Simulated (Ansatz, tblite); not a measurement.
Cost and result up the ladder for BCl2I (BICl₂) (4 atoms). The state is a singlet with charge 0. Geometry: PBE0-D4/def2-SVP.

```xyz
4

B    -0.014    0.007   -0.093
Cl   -1.100    1.211   -0.723
Cl    0.824   -1.055   -1.187
I     0.290   -0.164    2.003
```

Ansatz on 4 threads of Arm Neoverse V2 on a shared host; xTB runs through tblite on one thread. Times are rough, summed over both states, and most runs start from the orbitals of an earlier one. CCSD(T)/def2-TZVPP serves as the yardstick here, not as an exact answer. The other state is a doublet.

In the def2 sets I takes a core potential; there is no spin–orbit coupling. The xTB rows come from tblite. Correlated methods freeze 15 core orbitals; core or outer-core shells of I are correlated, in sets that lack core-valence functions.

Raw xTB energies of ions are shifted by several eV.

```
                            level  functions  vertical IE (eV)  difference from CCSD(T)/def2-TZVPP (eV)
r2SCAN-D4/def2-TZVP (with forces)        155              9.93                                    -0.16
                 PBE-D4/def2-TZVP        155              9.75                                    -0.34
               CCSD(T)/def2-TZVPP        165             10.09                                     0.00
                         GFN1-xTB         31             15.12                                     5.02
                PBE0-D4/def2-TZVP        155             10.05                                    -0.04
                         GFN2-xTB         31             15.19                                     5.10
```

(1) Estimate how long each takes.

## Answers

(1) GFN1-xTB 0.008 s; GFN2-xTB 0.01 s; PBE-D4/def2-TZVP 3.2 s; PBE0-D4/def2-TZVP 6.4 s; r2SCAN-D4/def2-TZVP (with forces) 8.9 s; CCSD(T)/def2-TZVPP 3.1 min. On shared hardware such times vary by a factor of up to 3.
